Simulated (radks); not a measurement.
Task: These are the eigenvalues of the occupied orbitals of an atom or ion with whole-number occupations (hartree). Method: Dirac Kohn-Sham, LDA (Slater exchange, Perdew-Wang correlation), spin-unpolarised, spherical densities, finite nucleus; Fermi nuclear charge, rms radius of each element as measured or else 0.836 A^(1/3) + 0.57 fm; computed with a radial shooting solver on a logarithmic mesh with Libxc functionals.

1s1/2: -1838.217
2s1/2: -304.1924
2p1/2: -289.0345
2p3/2: -263.4932
3s1/2: -68.13527
3p1/2: -61.54476
3p3/2: -56.30764
3d3/2: -44.87364
3d5/2: -43.73138
4s1/2: -14.44249
4p1/2: -11.87639
4p3/2: -10.70451
4d3/2: -6.46624
4d5/2: -6.25441
5s1/2: -2.74990
5p1/2: -2.03114
5p3/2: -1.86283
4f5/2: -1.26518
4f7/2: -1.23705

Which element is it, and in what charge state? The configuration may be excited. Open shells, if any, are shared by 2j + 1.

Result: Z = 64, gadolinium, charge +3: Gd3+ in [Xe] 4f7. The list shows which subshells hold electrons but not how many an open one holds; the 1s level, -1838.2 hartree, gives Z - s = 60.6 by -(Z - s)^2/2, which with screening and relativity narrows Z to a few neighbours, and the depths of the outer levels then fix element, charge and occupations together.
